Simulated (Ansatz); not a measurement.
Relaxation of a periodic cell of 17 atoms, CuSi16 (host Si, host structure diamond, interstitial Cu), cell charge +1, to a largest force component of 0.03 eV/Å in at most 60 steps.

Theory: DFT PBE-D3(BJ), scalar-relativistic, plane waves, PAW (Ansatz 0.2.0). Settings: cutoff 420 eV, k mesh 2x2x2, fermi-dirac smearing 0.02 eV, no spin polarisation.

```xyz
17
Lattice="0.0000 5.4300 5.4300 5.4300 0.0000 5.4300 5.4300 5.4300 0.0000" Properties=species:S:1:pos:R:3
Si 0.000 0.000 0.000
Si 1.357 1.357 1.357
Si 2.715 2.715 0.000
Si 4.072 4.072 1.357
Si 2.715 0.000 2.715
Si 4.072 1.357 4.072
Si 5.430 2.715 2.715
Si 6.787 4.072 4.072
Si 0.000 2.715 2.715
Si 1.357 4.072 4.072
Si 2.715 5.430 2.715
Si 4.072 6.787 4.072
Si 2.715 2.715 5.430
Si 4.072 4.072 6.787
Si 5.430 5.430 5.430
Si 6.787 6.787 6.787
Cu 10.286 6.152 7.441
```

Where does it end, and by what steps?

The forces met the threshold. The force dipped under the threshold on the way, but the program's further checks kept it going. Limits of this set-up: coarse k mesh, charged cell in a uniform background, uncorrected. After 14 steps the energy has fallen by 0.751 eV; Cu17 moved furthest, 0.60 Å. Joined: Si8–Cu17.

| step | energy less start (eV) | largest force component (eV/Å) | accepted |
| --- | --- | --- | --- |
| 0 | 0.0000 | 2.658 | yes |
| 1 | -0.5346 | 1.097 | yes |
| 2 | -0.6911 | 0.303 | yes |
| 3 | -0.7038 | 0.027 | yes |
| 4 | -0.7038 | 0.028 | yes |
| 5 | -0.7041 | 0.008 | yes |
| 6 | -0.7042 | 0.010 | yes |
| 7 | -0.7109 | 0.164 | yes |
| 8 | -0.7265 | 0.203 | yes |
| 9 | -0.7432 | 0.132 | yes |
| 10 | -0.7498 | 0.069 | yes |
| 11 | -0.7507 | 0.020 | yes |
| 12 | -0.7507 | 0.020 | yes |
| 13 | -0.7509 | 0.014 | yes |
| 14 | -0.7511 | 0.021 | yes |

```xyz
17
Lattice="0.0000 5.4300 5.4300 5.4300 0.0000 5.4300 5.4300 5.4300 0.0000" Properties=species:S:1:pos:R:3
Si 0.041 -0.032 -0.057
Si 1.419 1.412 1.279
Si 2.539 2.897 -0.107
Si 4.027 4.021 1.276
Si 2.749 0.053 2.651
Si 4.104 1.335 4.061
Si 5.383 2.690 2.649
Si 6.656 4.211 3.913
Si 0.008 2.768 2.749
Si 1.445 3.995 4.116
Si 2.674 5.429 2.750
Si 3.972 6.898 4.151
Si 2.779 2.657 5.476
Si 4.104 4.074 6.780
Si 5.366 5.502 5.426
Si 6.796 6.763 6.782
Cu 10.522 5.778 7.846
```

Whether the end is a true minimum wasn't checked by a vibrational analysis.

The run took 98 s on 1 thread of Arm Neoverse V2 (shared host), peak memory 0.6 GiB.
